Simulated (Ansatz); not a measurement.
Ansatz (a first-principles code) input (B3LYP-D3(BJ)/def2-TZVP):

Ansatz 0.2 input:
```yaml
crystal:
  periodic: [false, false, false]
  atoms:
    - {symbol: Nb, position_ang: [0.09286550, 0.06399403, -0.01022043]}
    - {symbol: O, position_ang: [-1.19665725, -1.04008384, -0.03299011]}
    - {symbol: F, position_ang: [-0.35271301, 1.62132697, -0.72422970]}
    - {symbol: F, position_ang: [1.54804905, -0.62988007, 0.72095863]}
basis:
  gaussian:
    orbitals: def2-TZVP
hamiltonian:
  xc: b3lyp
  dispersion: d3bj
magnetization: {spin_polarized: true, initial_magnetization: 1}
relax: {f_tol: 0.002, max_steps: 150}
```

End of the output:

```
reference -9039.76665351 eV, -332.2052971426 hartree; 20, 19 occupied and 113, 114 virtual orbitals, 834 factors
relax step  10: F+E_penalty+E_count = -9039.87235870 eV  Δ(F+E_penalty+E_count) = -6.307e-6 eV  max|allowed force component| = 2.178e-4 eV/Å  Δτ_max = 0.0033 Å  (41 SCF iters, accepted)
integrals: 0.04 GiB planned
834 factors; their error is unknown
mean field: 0.56 GiB planned
mean field evaluation 96: about -8807.7413 eV, gradient 2.1e2 eV
mean field -9039.76639166 eV, -332.2052875197 hartree, gradient 1.2e-5 eV, S^2 0.752905; 3 other end points of the search recorded, 0 dependent functions left out
the calculation of the forces begins
reference -9039.76665351 eV, -332.2052971426 hartree; 20, 19 occupied and 113, 114 virtual orbitals, 834 factors
Total energy: -9039.87262055 eV, -332.2091913595 hartree
Atom 0 at    -0.005418     0.065555     0.121738 Å, force     0.000218     0.000116    -0.000107 eV/Å
Atom 1 at    -1.229690    -1.095451    -0.076277 Å, force    -0.000137    -0.000106     0.000016 eV/Å
Atom 2 at    -0.319530     1.686480    -0.793180 Å, force    -0.000215     0.000202    -0.000087 eV/Å
Atom 3 at     1.646182    -0.641227     0.701237 Å, force     0.000135    -0.000212     0.000178 eV/Å
Dipole moment:     0.161934     0.250584     0.177307 e Å
```

The spin state was set by rule; other spins were not relaxed.
